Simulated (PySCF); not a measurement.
Field gradients from PBE0/pcSseg-1 densities (PySCF, non-relativistic) at GFN2-xTB geometries, isolated species, one conformer each; χzz is the principal value of largest magnitude, with Q(14N) = 0.02044 b. GFN2-xTB bond lengths can be off by several hundredths of an ångström, more for odd bonds, and the gradients follow them. The small basis limits the accuracy of the gradients.

These 14N couplings (χzz in MHz, η) are listed in rising order: (-6.231, 0.11); (-5.509, 0.27); (-5.081, 0.15); (-4.457, 0.58); (-3.860, 0.37). Assign them to: N9 (primary amine nitrogen) in `[CH2:1]=[C:2]([SiH2:3][NH2:4])[N:5]([CH3:6])[CH2:7][CH2:8][NH2:9]`; the secondary amine nitrogen of `C=C(C1CC1)[C@H]1CN1`; N5 (pyridine-type nitrogen) in `[F:1][c:2]1[cH:3][cH:4][n:5][n:6][cH:7]1`; the imine nitrogen of `C\C=C/C=C\C=N/C`; N6 (silicon-bound nitrogen) in `[CH3:1][N:2]1[CH2:3][CH2:4][Si@@:5]1([NH2:6])[CH2:7][CH2:8][NH2:9]`.

-6.231 MHz, η 0.11: N5 (pyridine-type nitrogen) in `[F:1][c:2]1[cH:3][cH:4][n:5][n:6][cH:7]1`; -5.509 MHz, η 0.27: the imine nitrogen of `C\C=C/C=C\C=N/C`; -5.081 MHz, η 0.15: N9 (primary amine nitrogen) in `[CH2:1]=[C:2]([SiH2:3][NH2:4])[N:5]([CH3:6])[CH2:7][CH2:8][NH2:9]`; -4.457 MHz, η 0.58: the secondary amine nitrogen of `C=C(C1CC1)[C@H]1CN1`; -3.860 MHz, η 0.37: N6 (silicon-bound nitrogen) in `[CH3:1][N:2]1[CH2:3][CH2:4][Si@@:5]1([NH2:6])[CH2:7][CH2:8][NH2:9]`.

All sites together:

| nucleus | site | Vzz (au) | η | χzz (MHz) |
| --- | --- | --- | --- | --- |
| 14N | N9 (primary amine nitrogen) in [CH2:1]=[C:2]([SiH2:3][NH2:4])[N:5]([CH3:6])[CH2:7][CH2:8][NH2:9] | -1.058 | 0.15 | -5.081 |
| 14N | the secondary amine nitrogen of C=C(C1CC1)[C@H]1CN1 | -0.928 | 0.58 | -4.457 |
| 14N | N5 (pyridine-type nitrogen) in [F:1][c:2]1[cH:3][cH:4][n:5][n:6][cH:7]1 | -1.297 | 0.11 | -6.231 |
| 14N | the imine nitrogen of C\C=C/C=C\C=N/C | -1.147 | 0.27 | -5.509 |
| 14N | N6 (silicon-bound nitrogen) in [CH3:1][N:2]1[CH2:3][CH2:4][Si@@:5]1([NH2:6])[CH2:7][CH2:8][NH2:9] | -0.804 | 0.37 | -3.860 |
